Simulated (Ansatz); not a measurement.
C2H6OSe, SMILES `C[Se]CO`. Charge 0, multiplicity 1. Geometry: relaxed with PBE0-D4/def2-TZVP. It is one conformer, not always the lowest.

```xyz
10

C    -0.520    1.279   -0.854
Se    0.468   -0.348   -1.240
C     0.150   -1.214    0.485
O     0.713   -0.545    1.572
H    -1.591    1.078   -0.840
H    -0.193    1.678    0.105
H    -0.292    1.993   -1.644
H     0.535   -2.232    0.360
H    -0.924   -1.258    0.658
H     1.653   -0.431    1.398
```

(1) What is the dipole moment at r2SCAN/def2-TZVPP? (Estimate.)

(2) And with PBE, B3LYP, ωB97M-V? (Estimate.)

(3) Give the Mulliken charges with r2SCAN, ωB97M-V, B3LYP in def2-TZVPP. (Estimate.)

## Answers

(1) Computed: 0.31 D, with components (0.01, 0.24, 0.20) D in this frame, pointing from negative to positive charge.

(2) Ansatz gave: PBE 0.26 D, B3LYP 0.20 D, ωB97M-V 0.20 D.

(3) The calculation gave: 
| atom | r2SCAN | ωB97M-V | B3LYP |
| --- | --- | --- | --- |
| C1 | -0.27 | -0.44 | -0.39 |
| Se2 | -0.06 | -0.01 | -0.02 |
| C3 | 0.03 | -0.14 | -0.08 |
| O4 | -0.34 | -0.30 | -0.32 |
| H5 | 0.09 | 0.14 | 0.13 |
| H6 | 0.10 | 0.15 | 0.13 |
| H7 | 0.09 | 0.14 | 0.13 |
| H8 | 0.08 | 0.14 | 0.12 |
| H9 | 0.07 | 0.14 | 0.12 |
| H10 | 0.20 | 0.18 | 0.19 |

B3LYP here is the variant with VWN-RPA as its local correlation; programs differ in this.
